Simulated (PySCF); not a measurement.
# Br+: excitation energy

Br+ [Ar] 3d10 4s2 4p4 (3P) → Br+ [Ar] 3d10 4s1 4p5 (3P), as a difference of total energies. All numbers are calculated (PySCF 2.14, the spin-free X2C one-electron Hamiltonian (Gaussian nucleus), in x2c-QZVPPall (11s8p5d4f1g, 97 functions)). Correlated levels: valence: [Ar] 3d10 frozen. The calculations carry no spin-orbit coupling.

```csv
method,excitation energy (cm⁻¹)
UHF,115130
MP2 (valence),106360
SCS-MP2 (valence),105230
CCSD (valence),99234
CCSD(T) (valence),96134
```

Errors of the correlated levels include the incompleteness of this basis and the frozen core.

The coupled-cluster amplitudes are large for the upper state (T1 above 0.03 or a double amplitude above 0.15), so a single reference is strained.

For comparison: 96173 cm⁻¹ (measured; NIST levels, between the centres of gravity of the two terms).
